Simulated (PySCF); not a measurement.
# Working out the ionisation energy of Be⁺

Be⁺ [He] 2s1 (2S) → Be²⁺ 1s2 (1S). Computed with PySCF 2.14 in dyall-acv3z (15s9p4d2f, 76 functions), with no relativity, point nucleus. Frozen: nothing; the 5 highest virtual orbitals dropped. Energies in hartree (1 hartree = 27.21139 eV):

```tsv
part	Be⁺ (lower)	Be²⁺ (upper)
UHF	-14.277440	-13.611293
MP2 opposite-spin	-0.040124	-0.038602
MP2 same-spin	-0.000877	0.000000
```

What does Hartree-Fock give?

(-13.611293) − (-14.277440) = 0.666147 hartree = 18.127 eV.

What do MP2 and SCS-MP2 (6/5 opposite-spin, 1/3 same-spin) give?

The opposite-spin parts differ by 0.041 eV and the same-spin parts by 0.024 eV. MP2: 18.127 + (0.041) + (0.024) = 18.192 eV. SCS-MP2: 18.127 + 1.2 × (0.041) + (0.024)/3 = 18.184 eV.

Measured between the centres of the two terms (NIST): 18.211 eV, so MP2 (valence and next inner shell) is off by -0.019 eV.

What remains against the reference includes basis incompleteness and correlation beyond second order.
